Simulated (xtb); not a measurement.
Cl2Si, charge +1, doublet, at a GFN2-xTB geometry (a state made from the parent by changing its charge; the spin is typed, not shown lowest); GFN0-xTB (xtb 6.7.1).

Input for xtb:
```
$ xtb mol.xyz --gfn 0 --chrg 1 --uhf 1 --opt --json

# file mol.xyz
3

Si     0.00086741     0.00347676     0.52936202
Cl     1.15075110     1.37504091    -0.22889922
Cl    -1.15146543    -1.37790412    -0.20704597
```

### Question
Write the output that xtb gives for this input, abridged.

### Answer

```
   ID    Z sym.   atoms
    1   14 Si     1
    2   17 Cl     2, 3

           -------------------------------------------------
          |                Calculation Setup                |
           -------------------------------------------------

           -------------------------------------------------
          |                 G F N 0 - x T B                 |
           -------------------------------------------------

          ...................................................
          :                      SETUP                      :
          :.................................................:
          :  # basis functions                  30          :
          :  # atomic orbitals                  27          :
          :  # shells                            9          :
          :  # electrons                        17          :
          :  electronic temp.          300.0000000     K    :
          :  accuracy                    1.0000000          :
          :  -> integral cutoff          0.2500000E+02      :
          :  -> integral neglect         0.1000000E-07      :
          ...................................................

         :::::::::::::::::::::::::::::::::::::::::::::::::::::
         ::                     SUMMARY                     ::
         :::::::::::::::::::::::::::::::::::::::::::::::::::::
         :: total energy              -8.574554996279 Eh    ::
         :: gradient norm              0.027734882221 Eh/a0 ::
         :: HOMO-LUMO gap              1.050236203589 eV    ::
         ::.................................................::
         :: H0 energy                 -9.994878298139 Eh    ::
         :: repulsion energy           0.038158249627 Eh    ::
         :: electrostat energy         1.382851806798 Eh    ::
         :: -> Gsolv                   0.000000000000 Eh    ::
         ::    -> Gsasa                0.000000000000 Eh    ::
         ::    -> Gshift               0.000000000000 Eh    ::
         :: dispersion energy         -0.000686754564 Eh    ::
         :: short-range corr.          0.000000000000 Eh    ::
         :: add. restraining           0.000000000000 Eh    ::
         :: total charge               1.000000000000 e     ::
         :::::::::::::::::::::::::::::::::::::::::::::::::::::

      -----------------------------------------------------------
     |                   =====================                   |
[...]
 * total energy  :    -8.5745550 Eh     change        0.0000000E+00 Eh
 * total energy  :    -8.5770041 Eh     change       -0.2449130E-02 Eh
 * total energy  :    -8.5770817 Eh     change       -0.7762136E-04 Eh
 * total energy  :    -8.5770845 Eh     change       -0.2790950E-05 Eh
   *** GEOMETRY OPTIMIZATION CONVERGED AFTER 4 ITERATIONS ***
         :: total energy              -8.577084538356 Eh    ::
[...]
        11                         -0.2092745              -5.6947
        12                         -0.2049845              -5.5779
        13                         -0.0907039              -2.4682
        14                         -0.0873925              -2.3781
        15                         -0.0820472              -2.2326
        16                         -0.0703184              -1.9135
        17                         -0.0686741              -1.8687
        18                         -0.0658257              -1.7912
        19                         -0.0653751              -1.7789
        20                         -0.0591880              -1.6106
       ...                                ...                  ...
        27                          0.7209432              19.6179
      -------------------------------------------------------------
                  HL-Gap            0.0460550 Eh            1.2532 eV
             Fermi-level            0.0000000 Eh            0.0000 eV

     #   Z          covCN         q      C6AA      α(0)
     1  14 Si       1.610     0.792   194.796    29.004
     2  17 Cl       0.805     0.104    94.195    14.835
     3  17 Cl       0.805     0.104    94.195    14.835

 Mol. C6AA /au·bohr⁶  :       1091.309880
 Mol. C8AA /au·bohr⁸  :      58046.353787
 Mol. α(0) /au        :         58.674070

Wiberg/Mayer (AO) data.
largest (>0.10) Wiberg bond orders for each atom

 ---------------------------------------------------------------------------
     #   Z sym  total        # sym  WBO       # sym  WBO       # sym  WBO
 ---------------------------------------------------------------------------
     1  14 Si   2.547 --     2 Cl   1.273     3 Cl   1.273
     2  17 Cl   1.323 --     1 Si   1.273
     3  17 Cl   1.323 --     1 Si   1.273
 ---------------------------------------------------------------------------

Topologies differ in total number of bonds
Writing topology from bond orders to xtbtopo.mol

 dipole moment from electron density (au)
     X       Y       Z
   0.0025   0.0099   1.5027  total (Debye):    3.820

optimized geometry written to: xtbopt.xyz

           -------------------------------------------------
          | TOTAL ENERGY               -8.577084538356 Eh   |
          | GRADIENT NORM               0.000347309896 Eh/α |
          | HOMO-LUMO GAP               1.253220689299 eV   |
           -------------------------------------------------
```
